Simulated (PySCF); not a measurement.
AlH₆NO₂Si, SMILES [SiH2]([Al]([OH])[OH])N. Atoms are numbered in the order given.

```xyz
11

Si    -1.2930    -0.7632     0.4162
N     -2.3462     0.6208     0.2474
Al     0.9223     0.0519    -0.1441
O      2.3280    -0.7134     0.4423
O      0.9412     1.4233    -1.1634
H     -1.3790    -1.2532     1.8273
H     -1.6526    -1.9614    -0.4252
H     -3.3443     0.5255     0.4155
H     -2.1776     1.2474    -0.5348
H      3.2552    -0.5061     0.3030
H      1.6811     1.9332    -1.5031
```
Charge 0, spin multiplicity 1.

Coordinates come from a B3LYP-D3(BJ)/def2-SVP optimisation. The structure was generated by enumeration; whether it is a known compound was not checked. The values are those of a single conformer.

Method: TDA-PBE/def2-SVPD in PySCF.

Vertical excitations. Isolated molecule, no solvent.

Computed excitation energies, oscillator strengths and character:
```
state  energy (eV)  λ (nm)      f                                                main pairs
-----  -----------  ------  -----  --------------------------------------------------------
S1            4.57     271  0.006                          HOMO→LUMO 75 %, HOMO→LUMO+1 24 %
S2            4.69     265  0.005                          HOMO→LUMO+1 75 %, HOMO→LUMO 23 %
S3            5.16     240  0.009                                          HOMO→LUMO+2 97 %
S4            5.85     212  0.165                      HOMO−1→LUMO 51 %, HOMO−1→LUMO+1 43 %
S5            6.11     203  0.038  HOMO−1→LUMO+1 38 %, HOMO−1→LUMO 30 %, HOMO−1→LUMO+2 12 %
S6            6.16     201  0.003    HOMO−2→LUMO 54 %, HOMO−3→LUMO 26 %, HOMO−2→LUMO+1 11 %
S7            6.18     201  0.002                                          HOMO→LUMO+3 90 %
S8            6.21     200  0.001                      HOMO−3→LUMO 54 %, HOMO−2→LUMO+1 32 %
S9            6.28     197  0.002                                        HOMO−3→LUMO+1 79 %
S10           6.35     195  0.035                                        HOMO−1→LUMO+2 71 %
T1            4.37     284      0                                            HOMO→LUMO 87 %
T2            4.55     273      0                                          HOMO→LUMO+1 88 %
T3            4.83     257      0                                          HOMO→LUMO+2 94 %
T4            4.97     249      0                      HOMO−1→LUMO 64 %, HOMO−1→LUMO+1 26 %
```
Triplets are in the Tamm–Dancoff approximation.
